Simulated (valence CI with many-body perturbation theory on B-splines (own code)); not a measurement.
**Sm47+: E2, M1, M2 decay**

Calculated by configuration interaction combined with many-body perturbation theory (CI+MBPT): five valence electrons over a frozen Dirac-Fock core [Ne], radial functions for each j: 9 s, 9 p, 8 d, 6 f, 3 g, 1 h, with the one-electron correlation potential Σ1 (screened to all orders), the two-electron term Σ2, the three-electron term Σ3, Breit, model QED; selected single and double excitations, second order for the rest (own B-spline code, finite nucleus).

The last digits are not significant, and no measured levels were compared; by estimate large intervals hold to a few tenths of a per cent, small ones and those within an open d or f shell to about a per cent. Among the levels kept, up to 620 cm⁻¹ of a level comes from second order outside the variational space, and about a tenth of that is noise between levels of different J, which matters for small intervals.

Lines 1 to 16 of 16 in falling wavelength, among levels below 536.73 eV, chosen from the decays that carry over 1 % of a level's rate. Wavelengths and rates use the calculated energies. Electric multipoles are in the length gauge, E1 and E2 with the static RPA response of the core. S is in atomic units (e²a₀⁴ for E2 and M2, e²a₀⁶ for E3), for M1 in squared Bohr magnetons. Weak lines are less certain than strong ones. Lines between different terms over intervals too small for the method are left out, as are lines whose strength nearly cancels. The highest levels of a list are the least certain.

Levels are named by their leading jj configuration (3d3/2^4 stands for four electrons in 3d with j = 3/2), which in mixed levels can hold well under half, so a name can repeat and another be missing. Letters in brackets count levels of one name in rising energy.

```
λ vac (Å)                               Upper                               Lower  Type   A (s⁻¹)  S (a.u.)
    342.3      (3s^2 3p1/2 3p3/2 3d5/2) J=9/2      (3s^2 3p1/2 3p3/2 3d3/2) J=7/2    M1  2.87e+05  4.27e+00
    97.05          (3s^2 3p3/2^2 3d5/2) J=9/2  (3s^2 3p1/2 3p3/2 3d5/2) J=7/2 [b]    M1  7.97e+06  2.70e+00
    93.16  (3s^2 3p1/2 3p3/2 3d5/2) J=7/2 [a]          (3s^2 3p1/2^2 3d5/2) J=5/2    M1  1.61e+07  3.86e+00
    87.12          (3s^2 3p1/2 3p3/2^2) J=3/2          (3s^2 3p1/2^2 3p3/2) J=3/2    M1  2.93e+07  2.87e+00
    86.40      (3s^2 3p1/2 3p3/2 3d5/2) J=9/2          (3s^2 3p1/2^2 3d5/2) J=5/2    E2  1.02e+05  4.39e-03
    86.23                (3s^2 3p3/2^3) J=3/2          (3s^2 3p1/2 3p3/2^2) J=1/2    M1  7.34e+06  6.98e-01
    84.33          (3s^2 3p3/2^2 3d5/2) J=9/2      (3s^2 3p1/2 3p3/2 3d5/2) J=9/2    M1  1.31e+07  2.91e+00
    81.56          (3s^2 3p1/2 3p3/2^2) J=5/2          (3s^2 3p1/2^2 3p3/2) J=3/2    M1  5.15e+06  6.22e-01
    81.56          (3s^2 3p1/2 3p3/2^2) J=5/2          (3s^2 3p1/2^2 3p3/2) J=3/2    E2  2.62e+05  5.07e-03
    79.53                (3s^2 3p3/2^3) J=3/2          (3s^2 3p1/2 3p3/2^2) J=5/2    M1  9.09e+06  6.78e-01
    78.76          (3s^2 3p3/2^2 3d5/2) J=9/2  (3s^2 3p1/2 3p3/2 3d5/2) J=7/2 [a]    M1  1.10e+07  2.00e+00
    75.54          (3s^2 3p1/2 3p3/2^2) J=1/2          (3s^2 3p1/2^2 3p3/2) J=3/2    M1  1.92e+07  6.13e-01
    75.54          (3s^2 3p1/2 3p3/2^2) J=1/2          (3s^2 3p1/2^2 3p3/2) J=3/2    E2  2.75e+05  1.21e-03
    74.87                (3s^2 3p3/2^3) J=3/2          (3s^2 3p1/2 3p3/2^2) J=3/2    M1  3.84e+07  2.39e+00
    67.66          (3s^2 3p3/2^2 3d5/2) J=9/2      (3s^2 3p1/2 3p3/2 3d3/2) J=7/2    M1  4.88e+05  5.60e-02
    57.03      (3s^2 3p1/2 3p3/2 3d5/2) J=9/2          (3s^2 3p1/2 3p3/2^2) J=5/2    M2  4.75e+03  2.56e-05
```
